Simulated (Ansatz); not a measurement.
`FC[SiH3]` + `S[SiH2]Cl` → `FCS[SiH2]Cl` + SiH₄  (substitution at a C–Si bond)

Program: Ansatz. Geometries: PBE0-D4/def2-TZVP. ΔE: electronic, gas phase. CCSD(T)/CBS adds triple-zeta CCSD(T) − MP2 to the extrapolated MP2 energy (def2 sets, frozen cores). This one scheme is used for every species. One conformer a species, not always the lowest.

```tsv
species	SCS-MP2/def2-TZVPP energy (Eh)
`FC[SiH3]`	-429.76186
`S[SiH2]Cl`	-1148.32284
`FCS[SiH2]Cl`	-1286.65912
SiH₄	-291.41820
```

Task: Work out ΔE.

Result: ΔE = (-1286.65912) + (-291.41820) − (-429.76186) − (-1148.32284) = 0.00738 Eh = +4.6 kcal/mol. CCSD(T)/CBS gives +4.9 kcal/mol.

Largest T1 diagnostic among the species: 0.011.

The D4 term adds −1.3 kcal/mol with B3LYP and −0.7 kcal/mol with PBE0; it sums over pairs of atoms, weighted by their polarisabilities, and B3LYP, whose exchange is more repulsive, gets the larger term. In def2-TZVPP, CCSD(T) changes the Hartree–Fock value by −1.3 kcal/mol (the triples alone add −0.7 kcal/mol) and MP2 by −1.8 kcal/mol.

B3LYP here is the variant with VWN-RPA as its local correlation; programs differ in this.
